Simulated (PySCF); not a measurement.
C3H14Si3.
Atom-mapped SMILES: `[CH3:1][CH2:2][C:3]([SiH3:4])([SiH3:5])[SiH3:6]` (hydrogens: H7, H8, H9 on C1; H10, H11 on C2; H12, H13, H14 on Si4; H15, H16, H17 on Si5; H18, H19, H20 on Si6)

The calculation used PBE0-D3(BJ)/def2-SVP geometry optimisation, gas phase in PySCF 2.14.0.

(1) Give the optimised bond lengths and angles.

Answers

(1) 
```csv
bond,length (Å),order
C1–C2,1.523,single
C2–C3,1.553,single
"C3–Si4, C3–Si5, C3–Si6",1.896,single
"C1–H7, C1–H8, C1–H9",1.101,single
"C2–H10, C2–H11",1.105,single
Si4–H12 and 8 like bonds,1.496,single
```

Bonds in one row agree within 0.01 Å and their mean is given. Orders are formal, as drawn. A selection of angles:
```csv
angle,degrees
C2–C1–H7,111.9
H7–C1–H8,107.3
C1–C2–C3,115.7
C1–C2–H10,108.8
C3–C2–H10,108.9
H10–C2–H11,105.4
C2–C3–Si4,112.0
C2–C3–Si5,107.8
Si4–C3–Si5,107.6
Si4–C3–Si6,109.7
C3–Si4–H12,112.4
C3–Si4–H13,109.9
H12–Si4–H13,107.9
H13–Si4–H14,109.0
```

Dihedral angles: C1–C2–C3–Si4 -62° (synclinal).

Si4 (SiH3 silicon) is tetrahedral (angles from 107.9° to 112.4°). All 3 C–Si bonds measure 1.896 Å. The 2 C–C bonds span 1.523 Å (C1–C2, drawn single) to 1.553 Å (C2–C3, drawn single), a spread of 0.030 Å. Of the pairs four or more bonds apart, Si6···H8 is among the closest relative to their van der Waals radii: 2.95 Å, 89 % of the sum of Bondi's values.

Point group: Cs (tolerance 0.08 Å). No PBE0-D3(BJ)/def2-SVP frequencies stand behind this structure, so it isn't proved a minimum.
